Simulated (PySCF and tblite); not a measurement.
The numbers below are computed, except where a source is named.
C3HBrClNS, numbered as in [Cl:1][c:2]1[n:3][s:4][cH:5][c:6]1[Br:7].

Search: ETKDG, MMFF94s, GFN2-xTB, 45 starts; geometries at GFN2-xTB. Free energies are PBE0-D3(BJ)/def2-SVP (IEF-PCM, cyclohexane) single points with GFN2-xTB rigid-rotor and vibrational terms (modes under about 100 cm⁻¹ blended into free rotors). Symmetry numbers and mirror images are counted. Conformers within 2.5 kcal/mol (GFN2-xTB free energy) were kept, 5 at most. GIAO shieldings: mPW1PW91/pcSseg-1 (IEF-PCM, cyclohexane). Shifts are against TMS (¹H), TMS (¹³C) at the same level. (PySCF 2.14, tblite 0.8.)

Question: What shifts does this protocol give at 298.15 K under fast conformational exchange?

Answer: ¹H: 8.64 (H5, 1H) ppm. ¹³C: 160.9 (C2), 160.8 (C5), 130.5 (C6) ppm.

Spin–orbit effects of the heavy atoms on shieldings are missing. At a carbon that bears Br the missing effect is some 10 ppm, beside I tens of ppm. Shifts are unscaled: against experiment ¹³C can be off by 15 ppm or more and ¹H by 0.8 ppm.
